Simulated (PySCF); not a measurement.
**Cost of excited-state runs on `c1c[n+](CC2CCC2)cs1`, [C8H12NS]+, charge +1**

Geometry (Å), atoms numbered from 1 in this order:
```xyz
22

C     3.4307    0.6532    0.6608
C     2.2826    1.0368    0.0553
N     1.5209   -0.0147   -0.3560
C     0.2092    0.1529   -0.9431
C    -0.8304    0.4304    0.1462
C    -1.2137   -0.7484    1.0558
C    -2.6982   -0.4577    0.7769
C    -2.2876    0.5131   -0.3419
C     2.0653   -1.1840   -0.0709
S     3.5527   -1.0577    0.7187
H     4.1984    1.2826    1.0654
H     1.9546    2.0455   -0.1192
H     0.2413    0.9901   -1.6441
H    -0.0570   -0.7556   -1.4862
H    -0.5382    1.3141    0.7160
H    -0.8986   -0.6717    2.0936
H    -0.8982   -1.7131    0.6622
H    -3.1948    0.0377    1.6060
H    -3.2953   -1.3099    0.4671
H    -2.7375    1.5010   -0.3092
H    -2.4250    0.0979   -1.3374
H     1.6085   -2.1233   -0.3228
```

Total charge +1.

PySCF with density fitting, on 1 thread of an Arm Neoverse V2, shared host. Command: `OMP_NUM_THREADS=1 python excited_run.py task.json out`

Problem. How long does each of these runs take, and how much memory?
- vibronic structure, LC-wPBE/6-31+G*; Tamm-Dancoff; writes grids
- vibronic structure, LC-wPBE/6-31+G*; Tamm-Dancoff; 10 K

Solution. 
| run | level | basis functions | wall time | peak memory (GiB) |
| --- | --- | --- | --- | --- |
| vibronic structure | LC-wPBE/6-31+G* | 208 | 100 s | 1.2 |
| vibronic structure | LC-wPBE/6-31+G* | 208 | 88 s | 1.3 |

Times from a shared host are rough.
